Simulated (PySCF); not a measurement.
B(Vi)(OH)(NH2), C2H6BNO, SMILES C=CB(N)O (PBE0/def2-SVP optimised geometry):

```
11

B      0.367     0.209     0.000
C     -0.417    -1.150    -0.001
C     -1.754    -1.217    -0.011
H      0.141    -2.096     0.007
H     -2.298    -2.168    -0.012
H     -2.359    -0.303    -0.019
O     -0.370     1.368     0.000
H      0.162     2.168    -0.003
N      1.780     0.209     0.000
H      2.359     1.038     0.000
H      2.313    -0.649    -0.001
```

Level of theory: PBE0/def2-TZVP in PySCF.

Task: What are the frontier orbital energies and the dipole moment?

Result: HOMO-2 -8.91 eV, HOMO-1 -7.97 eV, HOMO -7.37 eV, LUMO -0.29 eV, LUMO+1 0.68 eV; dipole moment 2.47 D.

On the same geometry PBE/def2-TZVP in PySCF gives HOMO-2 -7.44 eV, HOMO-1 -6.54 eV, HOMO -6.18 eV, LUMO -1.26 eV, LUMO+1 -0.16 eV; dipole moment 2.53 D.

Meta-Löwdin charges at PBE0/def2-TZVP: B1 0.31, C2 -0.23, C3 -0.21, H4 0.11, H5 0.12, H6 0.13, O7 -0.53, H8 0.34, N9 -0.50, H10 0.23, H11 0.25.
